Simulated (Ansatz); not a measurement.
BrHg (SMILES [Br][Hg+]), charge +1, singlet, geometry from GFN2-xTB (such geometries of metal compounds can be far from the true shape) (core potentials on Hg); PBE0/def2-SV(P) (Ansatz, a quantum-chemistry and plane-wave program).

Here is a job for Ansatz.
Ansatz 0.2 input:
```yaml
crystal:
  periodic: [false, false, false]
  atoms:
    - {symbol: Hg, position_ang: [-0.00000000, -0.00000000, -0.70933199]}
    - {symbol: Br, position_ang: [0.00000000, 0.00000000, 1.62133027]}
basis:
  gaussian:
    orbitals: def2-SV_P_.json
hamiltonian:
  xc: pbe0
total_charge: 1
```
The basis file holds def2-SV(P) in the JSON format of the Basis Set Exchange.

What the program printed (banner, timings and long lists left out):

```
Functional definition: PBE0
631 factors; integrals over basis functions are off by at most 2.3e-4 eV
mean field evaluation 1: about -74190.8625 eV, gradient 4.2e1 eV
mean field evaluation 2: about -74157.5410 eV, gradient 9.9e1 eV
mean field evaluation 4: about -74197.1141 eV, gradient 5.6e0 eV
mean field evaluation 8: about -74197.2641 eV, gradient 2.1e-1 eV
mean field evaluation 16: about -74197.2642 eV, gradient 3.0e-5 eV
mean field -74197.26419128 eV, -2726.6991663174 hartree, gradient 3.0e-5 eV, S^2 0.000000; 0 other end points of the search recorded, 0 dependent functions left out
reference -74197.26421382 eV, -2726.6991671460 hartree; 27, 27 occupied and 30, 30 virtual orbitals, 631 factors
Total energy: -74197.26421382 eV, -2726.6991671460 hartree
```
